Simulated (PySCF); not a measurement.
**KBe⁺: one state, many levels of theory**

State: ¹Σ⁺ (singlet), closed shell. Set-up: basis K pcseg-1, Be pcseg-1; no relativity; PySCF 2.14. De refers to K⁺ + Be in their ground configurations, without counterpoise correction. A positive dipole points towards Be; it is taken about the centre of mass and depends on that origin.

| Level | Re (Å) | ωe (cm⁻¹) | De (eV) | μ (D) |
| --- | --- | --- | --- | --- |
| RHF-MP2 | 3.658 | 122 | 0.195 | n/a |
| RHF-SCS-MP2 | 3.678 | 119 | 0.186 | n/a |
| RHF-CCSD | 3.736 | 106 | 0.143 | n/a |
| RHF-CCSD(T) | 3.727 | 108 | 0.146 | n/a |
| PBE | 3.490 | 138 | 0.255 | -0.55 |
| TPSS | 3.531 | 134 | 0.234 | -0.64 |
| r²SCAN | 3.560 | 130 | 0.215 | -0.72 |
| PBE0 | 3.503 | 137 | 0.240 | -0.62 |
| M06-2X | 3.472 | 139 | 0.233 | -0.70 |
| ωB97X | 3.506 | 138 | 0.239 | -0.62 |
| B2PLYP | 3.569 | 129 | 0.213 | -0.78 |

The bond length runs from 3.472 Å (M06-2X) to 3.736 Å (RHF-CCSD). De spans 0.14 eV (RHF-CCSD, coupled cluster) to 0.26 eV (PBE, GGA).

Correlated steps freeze 5 core orbitals. Closed-shell solutions of metal pairs were not tested for spin polarisation, which can lower them a little. The bond is weak. Basis-set superposition, not corrected here, can be much of De in a small basis, most of all at correlated wavefunction levels. For an ion De counts to the pair picked by the measured ionisation energies or electron affinities, which need not be the lowest pair at this level. B2PLYP dipoles, levels and charges come from its SCF part alone.
